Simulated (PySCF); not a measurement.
InH⁺: energy against distance

Set-up: PySCF, spin-free X2C with a Gaussian nucleus, basis sets In x2c-SVPall, H x2c-SVPall. Energies in eV from In⁺ + H in their ground configurations at the same level. State: ²Σ⁺ (doublet), unpaired electrons σ ↑.

```json
{"R (Å)": "1.602", "ROHF-CCSD": "", "ROHF-CCSD(T)": "", "PBE": "-0.0051"}
{"R (Å)": "1.677", "ROHF-CCSD": "-0.0820", "ROHF-CCSD(T)": "-0.0977", "PBE": "-0.1656"}
{"R (Å)": "1.751", "ROHF-CCSD": "-0.1429", "ROHF-CCSD(T)": "-0.1601", "PBE": "-0.2562"}
{"R (Å)": "1.807", "ROHF-CCSD": "-0.1581", "ROHF-CCSD(T)": "-0.1761", "PBE": "-0.2918"}
{"R (Å)": "1.863", "ROHF-CCSD": "-0.1569", "ROHF-CCSD(T)": "-0.1749", "PBE": "-0.3078"}
{"R (Å)": "1.919", "ROHF-CCSD": "-0.1486", "ROHF-CCSD(T)": "-0.1627", "PBE": "-0.3102"}
{"R (Å)": "1.993", "ROHF-CCSD": "-0.1258", "ROHF-CCSD(T)": "-0.1367", "PBE": "-0.2997"}
{"R (Å)": "2.087", "ROHF-CCSD": "-0.0906", "ROHF-CCSD(T)": "-0.0997", "PBE": "-0.2756"}
{"R (Å)": "2.198", "ROHF-CCSD": "-0.0536", "ROHF-CCSD(T)": "-0.0611", "PBE": "-0.2430"}
{"R (Å)": "2.347", "ROHF-CCSD": "", "ROHF-CCSD(T)": "", "PBE": "-0.2055"}
```

Task: Put a parabola through the three lowest points of the ROHF-CCSD(T) curve and estimate Re, k and ωe (reduced mass 0.9991 u; 1 eV/Å² = 0.16022 mdyn/Å; ωe = 1302.8·√(k/μ) cm⁻¹).

Result: Through R = 1.751, 1.807, 1.863 Å the second-order coefficient is 2.74 eV/Å², so Re ≈ 1.831 Å, k ≈ 0.879 mdyn/Å and ωe ≈ 1222 cm⁻¹. A polynomial fit of higher order to the unrounded ROHF-CCSD(T) energies gives Re = 1.829 Å, k = 0.742 mdyn/Å, ωe = 1122 cm⁻¹; anharmonicity and rounding make the difference.

The higher-order fit for each curve: ROHF-CCSD(T): Re = 1.829 Å, ωe = 1122 cm⁻¹, De = 0.177 eV; PBE: Re = 1.902 Å, ωe = 946 cm⁻¹, De = 0.311 eV. ROHF-CCSD gives no reliable minimum on this grid.

Correlated steps freeze 18 core orbitals. The bond is weak. Basis-set superposition, not corrected here, can be much of De in a small basis, most of all at correlated wavefunction levels. Spin–orbit coupling is left out. For an ion De counts to the pair picked by the measured ionisation energies or electron affinities, which need not be the lowest pair at this level. The state was picked by a PBE0 search and need not be the measured ground state.
